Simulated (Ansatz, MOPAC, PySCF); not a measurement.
Species: C2H7Ge, charge -1, multiplicity 1. SMILES: [GeH2]([CH2-])[CH3]
Geometry from a B3LYP-D3(BJ)/def2-TZVP (Ansatz, an electronic-structure program) optimisation:
```xyz
10

C     -1.7837    -0.4564    -0.0171
Ge    -0.0573     0.3028    -0.0575
C      1.6811    -0.7422     0.2263
H     -1.9182    -1.2085    -0.8033
H     -2.0161    -0.8921     0.9618
H      0.2623     1.0048    -1.4327
H      0.1266     1.4437     1.0153
H      1.6658    -1.2177     1.2113
H      2.5658    -0.0981     0.1599
H      1.7623    -1.5296    -0.5286
```
Charge -1, spin multiplicity 1.

Unscaled harmonic wavenumbers (cm⁻¹) in rising order, each level at the stationary point that it reaches from this structure (no distance between atoms moves by over 0.3 Å); the order of modes can differ between levels, and a negative number is imaginary. B3LYP-D3(BJ)/def2-TZVP (PySCF, at the structure above): 153, 180, 213, 384, 479, 505, 620, 646, 710, 835, 842, 850, 891, 1193, 1370, 1457, 1461, 1925, 1935, 2980, 2986, 3049, 3056, 3071.

AM1 (MOPAC): 67, 136, 185, 412, 514, 572, 617, 632, 641, 693, 696, 716, 719, 1224, 1328, 1409, 1412, 1861, 1865, 3104, 3110, 3184, 3226, 3256. Zero-point energy 45.1 against 45.4 kcal/mol; where all levels lie over 400 cm⁻¹, the wavenumbers are on average 0.974 times those of B3LYP-D3(BJ)/def2-TZVP.

PM6 (MOPAC): 68, 188, 230, 424, 522, 639, 669, 699, 754, 805, 806, 812, 857, 1209, 1275, 1277, 1302, 2264, 2331, 2719, 2723, 2780, 2788, 2826. Zero-point energy 44.3 against 45.4 kcal/mol; where all levels lie over 400 cm⁻¹, the wavenumbers are on average 1.004 times those of B3LYP-D3(BJ)/def2-TZVP.

HF/3-21G (Ansatz): 165, 194, 223, 369, 418, 567, 671, 752, 794, 880, 896, 961, 977, 1393, 1517, 1634, 1638, 1871, 1901, 3133, 3194, 3203, 3227, 3303. Zero-point energy 48.4 against 45.4 kcal/mol; where all levels lie over 400 cm⁻¹, the wavenumbers are on average 1.074 times those of B3LYP-D3(BJ)/def2-TZVP.

B3LYP/6-31G* with LANL2DZ past Ar (Ansatz): 152, 189, 253, 376, 468, 516, 646, 659, 723, 823, 868, 889, 919, 1244, 1423, 1497, 1503, 1876, 1885, 2987, 2993, 3048, 3070, 3082. Zero-point energy 45.9 against 45.4 kcal/mol; where all levels lie over 400 cm⁻¹, the wavenumbers are on average 1.014 times those of B3LYP-D3(BJ)/def2-TZVP.
